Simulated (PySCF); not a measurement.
Species: C8H12.
Cartesian coordinates in Å at the PBE0-D3(BJ)/def2-SVP level; atoms count from 1:
```
atom  x, y, z in Å
C1     3.9343   -0.3628    1.1438
C2     2.9507   -0.1791    0.2510
C3     1.5356   -0.1734    0.5745
C4     0.5553    0.0098   -0.3270
C5    -0.8988    0.0122   -0.0336
C6    -1.7770    1.1812   -0.5496
C7    -2.8963    0.1677   -0.8455
C8    -1.8294   -0.9406   -0.8289
H9     3.7168   -0.5244    2.2043
H10    4.9852   -0.3584    0.8461
H11    3.2081   -0.0209   -0.8036
H12    1.2675   -0.3317    1.6270
H13    0.8339    0.1682   -1.3785
H14   -1.0641   -0.1269    1.0476
H15   -1.3575    1.6016   -1.4779
H16   -1.9798    2.0104    0.1449
H17   -3.4860    0.3033   -1.7641
H18   -3.5931    0.0734    0.0017
H19   -1.4247   -1.1270   -1.8367
H20   -2.0754   -1.9099   -0.3697
```

All values: PBE0/pcSseg-1 and CAM-B3LYP/def2-SVPD (PySCF, non-relativistic), on one gas-phase PBE0-D3(BJ)/def2-SVP geometry that isn't relaxed in the solvent. The solvent is an IEF-PCM continuum (cavity from Bondi-type radii × 1.2). Only the electrostatic response of the medium enters.

Gas phase at PBE0/pcSseg-1: HOMO -6.44 eV, LUMO -0.75 eV, dipole 0.55 D.

What does the continuum do to the energy, the frontier levels and the dipole at PBE0/pcSseg-1 in benzene?

```json
{"solvent": "benzene", "ε": "2.271", "E(solvent) − E(gas) (kcal/mol)": "-1.13", "polarisation term (kcal/mol)": "-1.18", "distortion of the solute (kcal/mol)": "0.05", "HOMO (eV)": "-6.44", "LUMO (eV)": "-0.75", "dipole (D)": "0.65"}
```

Polarisation term: ½ Σ q·V over the induced surface charges. Distortion: the rise of the solute's own energy as its density leaves the gas-phase optimum.

Give the dipole vector in the frame of the coordinates (D, pointing from negative to positive charge), gas and benzene.

Gas (-0.53, 0.03, -0.15), solvent (-0.62, 0.04, -0.19). Its length changes by +18 % and its direction by 1°.

Which Mulliken charges (PBE0/pcSseg-1) respond most in benzene (means over atoms taken as equivalent)?

| atoms | environment | gas (e) | solvent (e) | change |
| --- | --- | --- | --- | --- |
| C3 | alkene CH carbon | -0.101 | -0.112 | -0.011 |
| C1 | terminal =CH2 carbon | -0.164 | -0.175 | -0.011 |
| C2 | alkene CH carbon | -0.187 | -0.198 | -0.011 |
| H13 | vinylic hydrogen | +0.092 | +0.099 | +0.007 |
| H11 | vinylic hydrogen | +0.103 | +0.110 | +0.007 |
| H12 | vinylic hydrogen | +0.100 | +0.106 | +0.006 |
| H9 | vinylic hydrogen | +0.116 | +0.122 | +0.006 |
| H10 | vinylic hydrogen | +0.121 | +0.127 | +0.006 |
| C4 | alkene CH carbon | -0.047 | -0.053 | -0.006 |
| H14 | methine hydrogen | +0.111 | +0.115 | +0.004 |
| C6/C8 | four-membered-ring carbon | -0.143 | -0.147 | -0.004 |
| C7 | four-membered-ring carbon | -0.238 | -0.241 | -0.003 |

Gas phase at CAM-B3LYP/def2-SVPD: HOMO -7.64 eV, LUMO 0.32 eV, dipole 0.60 D.

What does the continuum do to the energy, the frontier levels and the dipole at CAM-B3LYP/def2-SVPD in benzene?

| solvent | ε | E(solvent) − E(gas) (kcal/mol) | polarisation term (kcal/mol) | distortion of the solute (kcal/mol) | HOMO (eV) | LUMO (eV) | dipole (D) |
| --- | --- | --- | --- | --- | --- | --- | --- |
| benzene | 2.271 | -1.03 | -1.07 | 0.04 | -7.63 | 0.34 | 0.70 |

How does the static polarisability (CAM-B3LYP/def2-SVPD, frozen core, with the continuum's full static response) change?

| medium | isotropic (au) | principal values (au) | ⟨r²⟩ of the electrons (bohr²) |
| --- | --- | --- | --- |
| gas | 105.2 | 75.9, 81.3, 158.4 | 1585.5 |
| benzene | 120.7 | 86.8, 93.9, 181.5 | 1585.3 |

The isotropic value in benzene is 1.15 times the gas-phase one; no cavity-field correction is applied. ⟨r²⟩ is taken about the centre of nuclear charge.

Rough CPU time on one thread of a shared machine: about 90 s. This is the whole shielding run at PBE0/pcSseg-1 in benzene, SCF included.
